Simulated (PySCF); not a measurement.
Species: AsMe5, C5H15As.
Bonds: As1–C2, As1–C6, As1–C10, As1–C14, As1–C18. Hydrogens: H3, H4, H5 on C2; H7, H8, H9 on C6; H11, H12, H13 on C10; H15, H16, H17 on C14; H19, H20, H21 on C18.

Level of theory: PBE0-D3(BJ)/def2-SVP geometry optimisation, gas phase in PySCF 2.14.0.

Q: How far are the bound atoms from As1?

A: 5 atoms: C14 1.967 Å, C18 1.967 Å, C10 1.967 Å, C2 2.059 Å, C6 2.065 Å. The nearest atom not counted as bound is H19, at 2.52 Å (others tie with it).

Q: List the angles at As1.

A: 
```
      angle  degrees  distance of the outer atoms (Å)
  C2–As1–C6    179.9                             4.12
C14–As1–C18    120.0                             3.41
C10–As1–C18    120.0                             3.41
C10–As1–C14    119.9                             3.41
 C2–As1–C14     90.7                             2.87
 C2–As1–C18     90.4                             2.86
 C2–As1–C10     90.2                             2.85
 C6–As1–C10     89.6                             2.84
 C6–As1–C18     89.6                             2.84
 C6–As1–C14     89.4                             2.84
```

Q: What is the shape at As1?

A: Trigonal bipyramidal: τ5 = (β − α)/60° = 1.00 from the two widest angles, 179.9° and 120.0° (0 for a square pyramid, 1 for a trigonal bipyramid). The As–C distances aren't all alike: 1.967 to 2.065 Å.

Q: What are the other bond lengths?

A: C2–H3 and 14 like bonds 1.100 Å.

Point group: near C3, missed by 0.11 Å at most; the miss may be what the optimiser left on a soft mode. Charge 0, singlet. PBE0-D3(BJ)/def2-SVP frequencies: not computed here.

Time: 2.1 min wall; peak memory 0.77 GiB. Hardware: one thread, Arm Neoverse V2 (aarch64), on a shared host. That covers the optimisation of the geometry.
